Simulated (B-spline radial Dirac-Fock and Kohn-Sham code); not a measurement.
**Core and valence levels of Os⁶⁷⁺**

System: the Os⁶⁷⁺ ion, configuration [He] 2s2 2p5; nuclear rms radius 5.4126 fm (A = 192).

These are calculated numbers from a radial finite-basis atomic code; the model is multi-electron Dirac-Fock with separately optimised hole states, Breit and Lamb-shift corrections added in first order. Correlation and solid-state effects are left out. Energies are counted from the vacuum level.

All terms are in eV, carry their sign (relaxation lowers the binding energy) and add up to the binding energy; ⟨r⟩ is the mean radius of the orbital in the initial state.

| subshell | −ε (Koopmans) | relaxation | Breit | self-energy | vacuum polarisation | binding energy | ⟨r⟩ (bohr) |
| --- | --- | --- | --- | --- | --- | --- | --- |
| K (1s) | 80822.8 | -21.08 | -232.50 | -164.62 | 32.11 | 80436.7 | 0.018 |
| L1 (2s) | 18993.9 | -2.30 | -26.17 | -25.39 | 4.63 | 18944.7 | 0.073 |
| L2,3 (2p) | 17477.3 | -2.98 | -30.59 | -1.96 | 0.03 | 17441.8 | 0.068 |

For the deepest level, K (1s), the Breit terms make up -0.289 % of the binding energy, QED -0.165 % and orbital relaxation -0.026 %.

Going to the tabulated ground configuration of the next ion removes an electron from L2,3 (2p), computed at 17441.8 eV. NIST lists 16900 ± 40 eV as the ionisation energy of this species (theoretical), -541.76 eV from the computed value. Where a p, d or f shell is open in either ion the computed value averages over both j values and all terms, while the table refers to the lowest levels; that difference holds spin-orbit splitting (largest in heavy or highly charged ions), term energies where several electrons share open shells, and correlation, and it can reach 10 % or more.
